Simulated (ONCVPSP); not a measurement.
Reading a pseudo-wave (Al (Z = 13))

Columns: radius, all-electron u(r) and pseudo u(r) of the 2s shell (level -109.98 eV) of aluminium in the configuration [He] 2s2 2p6 3s1 3p2; PBE, scalar-relativistic, ONCV scheme, ONCVPSP 4.0.1.

```csv
r (bohr),all-electron,pseudo
0.053,-0.5899,0.2126
0.105,-0.4450,0.4144
0.158,-0.0538,0.6066
0.210,0.3562,0.7765
0.262,0.7070,0.9230
0.315,0.9766,1.0447
0.368,1.1578,1.1363
0.420,1.2615,1.1964
0.473,1.3063,1.2279
0.525,1.3048,1.2314
0.578,1.2704,1.2109
0.630,1.2140,1.1704
0.683,1.1419,1.1131
0.735,1.0629,1.0455
0.788,0.9786,0.9693
0.840,0.8955,0.8911
0.893,0.8127,0.8110
0.945,0.7349,0.7345
0.998,0.6603,0.6601
1.050,0.5921,0.5920
1.102,0.5291,0.5291
1.155,0.4705,0.4704
1.208,0.4171,0.4170
1.260,0.3699,0.3698
1.313,0.3264,0.3264
1.365,0.2883,0.2883
```

**Question.** How many radial nodes do the two functions have?

**Answer.** The all-electron 2s function has n − l − 1 = 1; the pseudo-wave has 0, since the states of the same l below it are removed with the core.

**Question.** At about which radius was the pseudo-wave matched?

**Answer.** 1.05 bohr. The columns agree to 0.0005 from 0.94 bohr on; several derivatives are matched, so the curves merge somewhat inside the radius.

**Question.** Is the pseudo-wave norm-conserving?

**Answer.** Yes: the ONCV scheme keeps the norm inside the radius equal to the all-electron one, which fixes the energy derivative of the logarithmic derivative at the level.
